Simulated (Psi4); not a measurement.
C6H13BO2, charge +1, doublet, at a GFN2-xTB geometry (a state made from the parent by changing its charge; the spin is typed, not shown lowest); PBE0/STO-3G (Psi4).

Here is a job for Psi4.
```
memory 2 GB

molecule mol {
1 2
  C    -1.729693   -0.040810    0.915683
  C    -0.776269   -0.149067   -0.299526
  C    -1.170417   -1.304417   -1.180947
  O    -0.748283    1.050226   -0.976688
  B     0.215667    1.878725   -0.476858
  O     1.006555    1.199640    0.405627
  C     0.741722   -0.151883    0.375914
  C     0.927742   -0.809584    1.717522
  C     1.629176   -0.834814   -0.693432
  H    -2.716467    0.183081    0.509258
  H    -1.438098    0.775721    1.571223
  H    -1.766754   -0.976791    1.463233
  H    -2.216900   -1.191191   -1.470398
  H    -0.602594   -1.322874   -2.107743
  H    -1.073030   -2.250082   -0.654703
  H     0.343541    2.992665   -0.759599
  H     0.419992   -0.267807    2.511490
  H     1.988407   -0.799268    1.975617
  H     0.602800   -1.846202    1.694423
  H     1.483229   -0.382575   -1.671012
  H     2.661495   -0.661947   -0.387712
  H     1.436305   -1.901826   -0.732582
}

set basis sto-3g
set reference uks

energy('pbe0')
print_variables()
```

Write the output that Psi4 gives for this input, abridged.


```
   => Loading Basis Set <=

    Name: STO-3G
    Role: ORBITAL
    Keyword: BASIS

         ---------------------------------------------------------
                                   SCF
               by Justin Turney, Rob Parrish, Andy Simmonett
                          and Daniel G. A. Smith
                              UKS Reference
         ---------------------------------------------------------

  ==> Geometry <==

    Molecular point group: c1
    Full point group: C1

    Geometry (in Angstrom), charge = 1, multiplicity = 2:

       Center              X                  Y                   Z               Mass
    ------------   -----------------  -----------------  -----------------  -----------------
         C           -1.738182946829    -0.114767515694     0.934454864698    12.000000000000
         C           -0.784758946829    -0.223024515694    -0.280754135302    12.000000000000
         C           -1.178906946829    -1.378374515694    -1.162175135302    12.000000000000
         O           -0.756772946829     0.976268484306    -0.957916135302    15.994914619570
         B            0.207177053171     1.804767484306    -0.458086135302    11.009305360000
         O            0.998065053171     1.125682484306     0.424398864698    15.994914619570
         C            0.733232053171    -0.225840515694     0.394685864698    12.000000000000
         C            0.919252053171    -0.883541515694     1.736293864698    12.000000000000
         C            1.620686053171    -0.908771515694    -0.674660135302    12.000000000000
         H           -2.724956946829     0.109123484306     0.528029864698     1.007825032230
         H           -1.446587946829     0.701763484306     1.589994864698     1.007825032230
         H           -1.775243946829    -1.050748515694     1.482004864698     1.007825032230
         H           -2.225389946829    -1.265148515694    -1.451626135302     1.007825032230
         H           -0.611083946829    -1.396831515694    -2.088971135302     1.007825032230
         H           -1.081519946829    -2.324039515694    -0.635931135302     1.007825032230
         H            0.335051053171     2.918707484306    -0.740827135302     1.007825032230
         H            0.411502053171    -0.341764515694     2.530261864698     1.007825032230
         H            1.979917053171    -0.873225515694     1.994388864698     1.007825032230
         H            0.594310053171    -1.920159515694     1.713194864698     1.007825032230
         H            1.474739053171    -0.456532515694    -1.652240135302     1.007825032230
         H            2.653005053171    -0.735904515694    -0.368940135302     1.007825032230
         H            1.427815053171    -1.975783515694    -0.713810135302     1.007825032230

  Running in c1 symmetry.

  Rotational constants: A =      0.06689  B =      0.05880  C =      0.05153 [cm^-1]
  Rotational constants: A =   2005.24522  B =   1762.83174  C =   1544.73733 [MHz]
  Nuclear repulsion =  503.552398665206965

  Charge       = 1
  Multiplicity = 2
  Electrons    = 69
  Nalpha       = 35
  Nbeta        = 34

  ==> Algorithm <==

  SCF Algorithm Type is DF.
  DIIS enabled.
  MOM disabled.
  Fractional occupation disabled.
  Guess Type is SAD.
  Energy threshold   = 1.00e-06
  Density threshold  = 1.00e-06
  Integral threshold = 1.00e-12

  ==> Primary Basis <==

  Basis Set: STO-3G
    Blend: STO-3G
    Number of shells: 40
    Number of basis functions: 58
    Number of Cartesian functions: 58
    Spherical Harmonics?: true
    Max angular momentum: 1

  ==> DFT Potential <==

   => LibXC <=

    Version 7.1.2
    S. Lehtola, C. Steigemann, M. J. T. Oliveira, and M. A. L. Marques,  SoftwareX 7, 1–5 (2018) (10.1016/j.softx.2017.11.002)

   => Composite Functional: PBE0 <=

    PBE0 Hyb-GGA Exchange-Correlation Functional

    C. Adamo and V. Barone,  J. Chem. Phys. 110, 6158 (1999) (10.1063/1.478522)
    M. Ernzerhof and G. E. Scuseria,  J. Chem. Phys. 110, 5029 (1999) (10.1063/1.478401)

    Deriv               =              1
    GGA                 =           TRUE
    Meta                =          FALSE

    Exchange Hybrid     =           TRUE
    MP2 Hybrid          =          FALSE

   => Exchange Functionals <=

    0.7500   Perdew, Burke & Ernzerhof

   => Exact (HF) Exchange <=

    0.2500               HF

   => Correlation Functionals <=

    1.0000   Perdew, Burke & Ernzerhof

   => LibXC Density Thresholds  <==

    XC_HYB_GGA_XC_PBEH:  1.00E-15

   => Molecular Quadrature <=

    Radial Scheme          =       TREUTLER
    Pruning Scheme         =           NONE
    Nuclear Scheme         =       TREUTLER

    Blocking Scheme        =         OCTREE
    BS radius alpha        =              1
    Pruning alpha          =              1
    Radial Points          =             75
    Spherical Points       =            302
    Total Points           =         454774
    Total Blocks           =           3346
    Max Points             =            256
    Max Functions          =             54
    Weights Tolerance      =       1.00E-15

   => Loading Basis Set <=

    Name: (STO-3G AUX)
    Role: JKFIT
    Keyword: DF_BASIS_SCF

  ==> Integral Setup <==

  SCF_SUBTYPE=INCORE selected. In-core MEM_DF algorithm will be used.
  Using in-core AOs.

  ==> MemDFJK: Density-Fitted J/K Matrices <==

    J tasked:                   Yes
    K tasked:                   Yes
    wK tasked:                   No
    Algorithm:                 Core
    Schwarz Cutoff:           1E-12
    Mask sparsity (%):       1.4863
    Fitting Condition:        1E-10

   => Auxiliary Basis Set <=

  Basis Set: (STO-3G AUX)
    Blend: DEF2-UNIVERSAL-JKFIT
    Number of shells: 303
    Number of basis functions: 913
    Number of Cartesian functions: 1069
    Spherical Harmonics?: true
    Max angular momentum: 4

  Minimum eigenvalue in the overlap matrix is 2.0196459823E-01.
  Reciprocal condition number of the overlap matrix is 7.6326159347E-02.
    Using symmetric orthogonalization.

  ==> Pre-Iterations <==

  SCF Guess: Superposition of Atomic Densities via on-the-fly atomic UHF (no occupation information).

   -------------------------
    Irrep   Nso     Nmo
   -------------------------
     A         58      58
   -------------------------
    Total      58      58
   -------------------------

  ==> Iterations <==

                           Total Energy        Delta E     RMS |[F,P]|

   @DF-UKS iter SAD:  -401.49852625486085   -4.01499e+02   0.00000e+00
   @DF-UKS iter   1:  -405.87982649937101   -4.38130e+00   6.91267e-03 DIIS/ADIIS
   @DF-UKS iter   2:  -405.87715429236169    2.67221e-03   7.71729e-03 DIIS/ADIIS
   @DF-UKS iter   3:  -405.98598788747489   -1.08834e-01   1.21737e-03 DIIS/ADIIS
   @DF-UKS iter   4:  -405.98989018758817   -3.90230e-03   5.09818e-04 DIIS/ADIIS
   @DF-UKS iter   5:  -405.99049379902664   -6.03611e-04   1.79198e-04 DIIS/ADIIS
   @DF-UKS iter   6:  -405.99065499192528   -1.61193e-04   7.91787e-05 DIIS
   @DF-UKS iter   7:  -405.99071562740829   -6.06355e-05   1.19684e-05 DIIS
   @DF-UKS iter   8:  -405.99071804877337   -2.42137e-06   4.09185e-06 DIIS
   @DF-UKS iter   9:  -405.99071827761662   -2.28843e-07   1.92545e-06 DIIS
   @DF-UKS iter  10:  -405.99071830929029   -3.16737e-08   5.91468e-07 DIIS
  Energy and wave function converged.

  ==> Post-Iterations <==

   Electrons on quadrature grid:
      Nalpha   =   35.0000146437 ; deviation = 1.464e-05
      Nbeta    =   34.0000187144 ; deviation = 1.871e-05
      Ntotal   =   69.0000333581 ; deviation = 3.336e-05

   @Spin Contamination Metric:   1.566233972E-02
   @S^2 Expected:                7.500000000E-01
   @S^2 Observed:                7.656623397E-01
   @S   Expected:                5.000000000E-01
   @S   Observed:                5.000000000E-01

    Orbital Energies [Eh]
    ---------------------

    Alpha Occupied:

[...]
    Alpha Virtual:

[...]
    Beta Occupied:

[...]
      34A     -0.483404

    Beta Virtual:

[...]
    Final Occupation by Irrep:
              A
    DOCC [    34 ]
    SOCC [     1 ]
    NA   [    35 ]
    NB   [    34 ]

  @DF-UKS Final Energy:  -405.99071830929029

   => Energetics <=

    Nuclear Repulsion Energy =            503.5523986652069652
    One-Electron Energy =               -1536.4368457779492019
    Two-Electron Energy =                 670.8531027149488182
    DFT Exchange-Correlation Energy =     -43.9593739114969182
    Empirical Dispersion Energy =           0.0000000000000000
    VV10 Nonlocal Energy =                  0.0000000000000000
    Total Energy =                       -405.9907183092903438

  UHF NO Occupations:
  HONO-2 :   33  A 1.9998195
  HONO-1 :   34  A 1.9927531
  HONO-0 :   35  A 1.0000000
  LUNO+0 :   36  A 0.0072469
  LUNO+1 :   37  A 0.0001805
  LUNO+2 :   38  A 0.0001344
  LUNO+3 :   39  A 0.0000814

Computation Completed

Properties will be evaluated at   0.000000,   0.000000,   0.000000 [a0]

Properties computed using the SCF density matrix

 Multipole Moments:

 ------------------------------------------------------------------------------------
     Multipole            Electronic (a.u.)      Nuclear  (a.u.)        Total (a.u.)
 ------------------------------------------------------------------------------------

 L = 1.  Multiply by 2.5417464519 to convert [e a0] to [Debye]
 Dipole X            :          1.0778434           -1.1230515           -0.0452081
 Dipole Y            :          9.3883358           -9.7831482           -0.3948124
 Dipole Z            :         -2.3828613            2.4831597            0.1002985
 Magnitude           :                                                    0.4098541

 ------------------------------------------------------------------------------------

  Variable Map:
  ----------------------------------------------------------------------------
[...]
  Array Variable Map:
  ----------------------------------------------------------------------------
[...]
[...]
```
